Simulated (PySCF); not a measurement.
Ga(H)(Me)(OMe) (C2H7GaO), SMILES [CH3][GaH][O]C. Atoms are numbered in the order given.

```xyz
11

Ga    -0.3412     0.2740     0.3030
H     -1.8391    -0.1483     0.5346
C      0.6878     1.8042     0.9803
H      0.7029     1.8043     2.0819
H      0.2309     2.7523     0.6541
H      1.7212     1.7579     0.6074
O      0.6019    -0.8233    -0.7632
C      0.1321    -1.9869    -1.3874
H      0.2334    -1.9064    -2.4864
H      0.7243    -2.8654    -1.0680
H     -0.9326    -2.2070    -1.1678
```
Charge 0, spin multiplicity 1.

Geometry: B3LYP-D3(BJ)/def2-SVP. Other conformers were not sampled.

Computed with PySCF with PBE/def2-TZVP.

Atomic charges (e):

```csv
atom,Löwdin,Mulliken,meta-Löwdin
Ga1,0.26,0.37,0.58
H2,[?],-0.09,-0.08
C3,-0.51,-0.51,-0.56
H4,[?],0.14,0.14
H5,[?],0.14,0.14
H6,[?],0.15,0.14
O7,0.02,-0.32,-0.53
C8,-0.40,-0.20,-0.13
H9,[?],0.11,0.11
H10,[?],0.11,0.11
H11,[?],0.10,0.09
```

Problem. Complete the blanks. (Estimate from the structure and the level; the computed values follow.)

Solution. 
- H2, Löwdin: -0.09
- H4, Löwdin: 0.14
- H5, Löwdin: 0.14
- H6, Löwdin: 0.14
- H9, Löwdin: 0.10
- H10, Löwdin: 0.10
- H11, Löwdin: 0.10
